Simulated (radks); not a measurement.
The numbers below are computed, except where a source is named.
Ionisation of the chromium ion Cr+, [Ar] 3d5, to Cr2+, [Ar] 3d4, under several functionals. Dirac Kohn-Sham, spin-unpolarised, spherical densities, finite nucleus; open shells fill j = l - 1/2 first; a radial shooting solver on a logarithmic mesh with Libxc functionals.

functional                                        E(Cr+) (hartree)  Exc (hartree)  IE (eV)  -e(HOMO) (eV)  <r> HOMO (bohr)  IE error (eV)
LDA (Slater exchange, Perdew-Wang correlation)         -1048.23750      -46.41851   16.275         10.100            1.417         -0.211
BLYP                                                   -1050.58609      -48.80927   16.020          9.863            1.428         -0.466
HCTH/407                                               -1050.89003      -49.20545   16.283         10.019            1.405         -0.203
SOGGA                                                  -1049.05296      -47.25717   15.828          9.662            1.418         -0.659
Wu-Cohen GGA                                           -1049.90956      -48.13628   15.949          9.770            1.414         -0.538
LDA (Slater exchange, Perdew-Zunger correlation)       -1048.23365      -46.41408   16.275         10.102            1.417         -0.211
BP86                                                   -1050.67410      -48.90899   16.081          9.942            1.418         -0.406
B86b exchange with PBE correlation                     -1050.56043      -48.79465   16.010          9.839            1.420         -0.476

NIST Atomic Spectra Database: 16.486 eV (measured). Closest: HCTH/407. The Delta-SCF values span 0.46 eV, the total energies 2.66 hartree. The highest occupied level is 3d5/2. Spin polarisation and multiplet splitting are left out, so open shells lie too high by an amount that depends on their filling.

Beside tabulated values, note that spin-unpolarised runs miss the spin-polarisation part of the exchange energy of open shells.
